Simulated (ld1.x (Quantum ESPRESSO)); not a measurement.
## Before and after: TM potential for Ti

```json
{
  "Element": "titanium (Ti)",
  "Generator": "ld1.x (Quantum ESPRESSO) 7.5",
  "Type": "norm-conserving Troullier–Martins (Kleinman–Bylander form)",
  "Functional": "PBE",
  "Relativity": "scalar-relativistic",
  "Frozen core": "[Ar]",
  "Valence charge": "4",
  "Reference configuration": "3d2 4s2 4p0",
  "Partial waves": "4p (bound, empty): rc 2.90 bohr; 3d (bound): rc 2.55 bohr; 4s (bound): rc 2.25 bohr",
  "Local potential": "the s channel",
  "Core correction": "none"
}
```

Change: core [Ne] 3s2, valence charge 10; reference 3p6 3d2 4s1 4p0; waves now 3p (bound): rc 1.55 bohr; 3d (bound): rc 2.05 bohr; 4s (bound): rc 2.65 bohr.

Cutoffs: the cutoffs (Ry, on a coarse ladder) from which the occupation-weighted sum of valence levels, in a spherical-Bessel basis at the reference potential, stays within 10 and 1 mRy of its value at 400 Ry; they do not see the model core or the augmentation charge, which bear on the density cutoff. Errors are all-electron minus pseudo energies relative to the spin-unpolarised reference configuration.

Task: What does the change do?

Result: The potential gets harder (35 Ry and 45 Ry → 50 Ry and 80 Ry); neither file shows a bound ghost at the reference potential, the only one tested. The added semicore shells are compact, so their waves need more plane waves. Several settings change at once here, so the effects cannot be laid on one of them.

| quantity | base | changed |
| --- | --- | --- |
| cutoff, loose | 35 Ry | 50 Ry |
| cutoff, tight | 45 Ry | 80 Ry |
| bound ghosts | none | none |
| largest error over its own tests, meV | +489 | -909 |

Changed file: These tests converged, but a pseudo level misses the all-electron one widely, so the file describes the atom poorly there or has found another state: 3p6 3d1 4s0 4p0: empty 4p by 2.6 eV (a node warning on the way).
